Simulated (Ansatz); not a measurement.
Compare A (`N[SiH2]O[SiH2][SiH3]`) with its isomer B (`N[Si](O)([SiH3])[SiH3]`).

Program: Ansatz. Geometries: PBE0-D4/def2-TZVP. ΔE: electronic, gas phase. CBS: MP2 limit from def2 TZ/QZ plus the TZ coupled-cluster correction, frozen cores. Functionals use def2-TZVPP. B3LYP here is the variant with VWN-RPA as its local correlation; programs differ in this. Each species was taken in one conformer, which may not be the lowest.

A:

```xyz
14

N     0.9454   -0.8346    1.5308
Si    0.6610   -1.8637    0.2032
O    -0.1359   -1.1567   -1.0442
Si   -0.7820    0.2629   -1.5423
Si   -0.5698    1.9630    0.0621
H     0.2776   -0.6782    2.2654
H     1.7433   -0.2272    1.6000
H    -0.1807   -2.9911    0.6673
H     1.9745   -2.3097   -0.3175
H    -2.2247    0.0584   -1.8476
H    -0.1065    0.6915   -2.7980
H    -1.2674    1.6188    1.3313
H     0.8561    2.2610    0.3696
H    -1.1908    3.2055   -0.4802
```

B:

```xyz
14

N     1.235    1.400    0.548
Si    0.487    0.036   -0.159
O     1.548   -0.772   -1.151
Si   -1.340    0.822   -1.411
Si   -0.196   -1.366    1.598
H     1.906    1.293    1.292
H     1.420    2.229    0.006
H     1.224   -1.558   -1.595
H    -0.939    1.978   -2.264
H    -1.853   -0.252   -2.310
H    -2.454    1.255   -0.525
H    -1.381   -0.808    2.303
H    -0.560   -2.714    1.075
H     0.903   -1.544    2.591
```

Which is lower in electronic energy at CCSD(T)/CBS, and by how much? (An estimate is asked.)

The calculation gave: A, by 116.6 kJ/mol.

Give E(B) − E(A) in kJ/mol with B3LYP, PBE-D4, B2PLYP, PBE0-D4, CCSD/def2-TZVPP, MP2/def2-TZVPP, ωB97M-V. (Best estimate.)

Ansatz gave: B3LYP 115.5, PBE-D4 88.2, B2PLYP 120.3, PBE0-D4 99.1, CCSD/def2-TZVPP 121.5, MP2/def2-TZVPP 123.6, ωB97M-V 119.5. None reverses the order clearly.

Largest T1 diagnostic: 0.013.

From PBE to PBE0 (25 % exact exchange), in def2-TZVPP and without D4, E(B) − E(A) moves by +11.0 kJ/mol. In def2-TZVPP, CCSD(T) changes the Hartree–Fock value by −28.5 kJ/mol (the triples alone add −4.4 kJ/mol) and MP2 by −21.9 kJ/mol.
